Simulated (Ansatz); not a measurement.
Geometry optimisation, Ansatz 0.2.0, RKS PBE0/def2-SVP.

Input:

```yaml
crystal:
  periodic: [false, false, false]
  atoms:
    - { symbol: Zr, position_ang: [-0.092451, -0.192122, 0.009554] }
    - { symbol: F, position_ang: [0.136819, -0.023814, 1.947682] }
    - { symbol: Cl, position_ang: [1.972088, -0.397195, -1.136949] }
    - { symbol: O, position_ang: [-1.133799, 1.232635, -0.684852] }
    - { symbol: H, position_ang: [-1.731443, 1.869043, -1.07586] }
    - { symbol: O, position_ang: [-1.020257, -1.818565, -0.268213] }
    - { symbol: H, position_ang: [-1.535112, -2.617115, -0.389979] }
    - { symbol: Cl, position_ang: [1.557599, 2.765977, 1.547129] }
    - { symbol: H, position_ang: [1.113756, 1.807357, 2.358988] }
basis:
  gaussian: { orbitals: def2-SVP }
hamiltonian:
  xc: pbe0
relax:
  f_tol: 0.03
  max_steps: 50
output:
  orbitals: {}
```

Launched with:

```bash
$ ansatz run input.yaml --threads 4 --pin off --max-ram 5120MiB --backend cpu --events-out ev --progress --plain --runs-dir out
```

Question: Where does it end, and by what steps?

Answer: The run converged. After 7 steps the energy has fallen by 0.052 eV; Cl8 moved furthest, 0.21 Å.

```
step  energy less start (eV)  largest force component (eV/Å)  accepted
   0                  0.0000                           0.832       yes
   1                 -0.0404                           0.333       yes
   2                 -0.0423                           0.246       yes
   3                 -0.0440                           0.216       yes
   4                 -0.0476                           0.077       yes
   5                 -0.0497                           0.197       yes
   6                 -0.0519                           0.040       yes
   7                 -0.0521                           0.029       yes
```

```xyz
9
Properties=species:S:1:pos:R:3
Zr -0.088 -0.220 -0.007
F 0.227 0.060 1.883
Cl 1.955 -0.411 -1.187
O -1.142 1.193 -0.703
H -1.644 1.928 -1.055
O -1.020 -1.863 -0.178
H -1.572 -2.619 -0.378
Cl 1.509 2.839 1.735
H 1.043 1.719 2.196
```

Whether the end is a true minimum wasn't checked by a vibrational analysis.

Run time: 23 s on 4 threads of Arm Neoverse V1 (shared host), peak memory 0.33 GiB.
